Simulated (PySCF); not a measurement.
Structure with atom numbers: `[CH3:1][C@@H:2]1[C@@H:3]([F:4])[C:5]12[CH2:6][CH2:7]2`; H(Xn) means a hydrogen on atom n. Ha(C6), Ha(C7) are pro-R; Hb(C6), Hb(C7) are pro-S.

[PySCF: geometry: PBE0-D3(BJ)/def2-SVP; NMR shieldings at B97-2/pcSseg-1/GIAO; B3LYP/pcJ-1 coupling constants (spin–dipole term only in couplings to heteroatoms); non-relativistic Hamiltonian; averaged over atoms made equivalent by symmetry, fast rotation or ring inversion; one computed conformer; no solvent model]

**Question.** List the cross peaks expected in HSQC, COSY and HMBC spectra.

**Answer.** 

HSQC (one-bond C–H):
| δH | δC | ¹J(C,H) (Hz) |
| --- | --- | --- |
| 3.95 (H(C3)) | 79.2 (C3) | 198 |
| 1.25 (H(C2)) | 21.0 (C2) | 164 |
| 1.08 (Ha(C6)) | 7.6 (C6) | 170 |
| 1.03 (H(C1)) | 15.2 (C1) | 133 |
| 0.90 (Hb(C6)) | 7.6 (C6) | 171 |
| 0.79 (Ha(C7)) | 7.6 (C7) | 168 |
| 0.73 (Hb(C7)) | 7.6 (C7) | 170 |

COSY cross peaks (|J| ≥ 2 Hz):
| δH | δH | abs. J (Hz) | bonds |
| --- | --- | --- | --- |
| 1.25 (H(C2)) | 1.03 (H(C1)) | 7.3 | 3 |
| 1.08 (Ha(C6)) | 0.90 (Hb(C6)) | 4.6 | 2 |
| 1.08 (Ha(C6)) | 0.79 (Ha(C7)) | 6.3 | 3 |
| 1.08 (Ha(C6)) | 0.73 (Hb(C7)) | 9.8 | 3 |
| 0.90 (Hb(C6)) | 0.79 (Ha(C7)) | 9.7 | 3 |
| 0.90 (Hb(C6)) | 0.73 (Hb(C7)) | 5.8 | 3 |
| 0.79 (Ha(C7)) | 0.73 (Hb(C7)) | 4.5 | 2 |

HMBC (two and three bonds, |J| ≥ 2.5 Hz):
| δH | δC [abs. J in Hz] |
| --- | --- |
| 3.95 (H(C3)) | 15.2 (C1) [4.0], 7.6 (C7) [3.1] |
| 1.25 (H(C2)) | 79.2 (C3) [4.5], 17.9 (C5) [3.1], 7.6 (C6) [5.4] |
| 1.08 (Ha(C6)) | 79.2 (C3) [6.1], 17.9 (C5) [3.6] |
| 1.03 (H(C1)) | 79.2 (C3) [6.6], 21.0 (C2) [4.6], 17.9 (C5) [5.6] |
| 0.90 (Hb(C6)) | 21.0 (C2) [4.4], 17.9 (C5) [3.4] |
| 0.79 (Ha(C7)) | 79.2 (C3) [4.3], 21.0 (C2) [4.6], 17.9 (C5) [3.4] |
| 0.73 (Hb(C7)) | 79.2 (C3) [4.6], 17.9 (C5) [3.1] |

Shifts are taken against calculated references (same method and geometry level): TMS for ¹H (σref 31.38) and ¹³C (σref 183.69).

Short H···H contacts in this conformer between protons four or more bonds apart (candidates for NOE cross peaks, intensity ∝ r⁻⁶): H(C1)···H(C3) 2.62 Å.

Common functionals overestimate the size of one-bond C–F couplings by tens of Hz; these are unscaled. Unscaled 3J(H,H) at this level run about 10 % above measured values. Shifts are as computed. Against solution values, carbons near 30 ppm lie about +1 ppm off and those near 130 ppm about +2 ppm. Of 1211 compounds with measured shifts, 218 miss one by over three times the rms of a fit or turn the order of signals round; such compounds aren't used in these exercises.
